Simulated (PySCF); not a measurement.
# Working out the ionisation energy of N⁺

N⁺ [He] 2s2 2p2 (3P) → N²⁺ [He] 2s2 2p1 (2P). Computed with PySCF 2.14 in aug-cc-pVDZ (4s3p2d, 23 functions), with the non-relativistic Hamiltonian (point nucleus). Frozen: 1s2. Energies in hartree (1 hartree = 27.21139 eV):

| part | N⁺ (lower) | N²⁺ (upper) |
| --- | --- | --- |
| UHF | -53.881265 | -52.807269 |
| CCSD correlation | -0.077235 | -0.074671 |
| (T) | -0.000872 | -0.000563 |

Task: What does Hartree-Fock give?

Result: (-52.807269) − (-53.881265) = 1.073996 hartree = 29.225 eV.

Task: What do CCSD and CCSD(T) give?

Result: The CCSD correlation energies differ by 0.002564 hartree = 0.070 eV and the triples by 0.000309 hartree = 0.008 eV, so CCSD gives 29.295 eV and CCSD(T) 29.303 eV.

Reference: 29.601 eV (semi-empirical (NIST evaluation); NIST Atomic Spectra Database, ionization energies), between the lowest levels; spin-orbit coupling is absent from the calculation.

A double-zeta basis recovers only part of the correlation energy.

What remains against the reference includes basis incompleteness, the frozen core and higher excitations.
